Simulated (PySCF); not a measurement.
Excitations are Tamm–Dancoff values on a coarser integration grid. The basis has no diffuse functions, so Rydberg states are missing or too high.

## HAlF₂, SMILES `[F][AlH][F]` (charge 0, multiplicity 1)

All values below come from PySCF 2.14.0 with M06-2X/def2-TZVP // PBE0-D3(BJ)/def2-TZVP.

- HOMO: -11.49 eV
- dipole moment: 1.48 D
- LUMO: -0.47 eV
- HOMO–LUMO gap: 11.02 eV
- S1 excitation (TDA): 7.96 eV
- S1 oscillator strength: 0.148
- brightest of the four lowest singlets (TDA): 8.99 eV
- T1 excitation (TDA): 6.91 eV
- S1–T1 gap (TDA): 1.05 eV
- total energy: -442.8752 Ha
- cost: about 4 core-minutes (a rough figure)

Bonded distances (Å): F1–Al2 1.639, Al2–F3 1.639, Al2–H4 1.559. Bond angles (°): F1–Al2–F3 118.0, F1–Al2–H4 121.0, F3–Al2–H4 121.0.
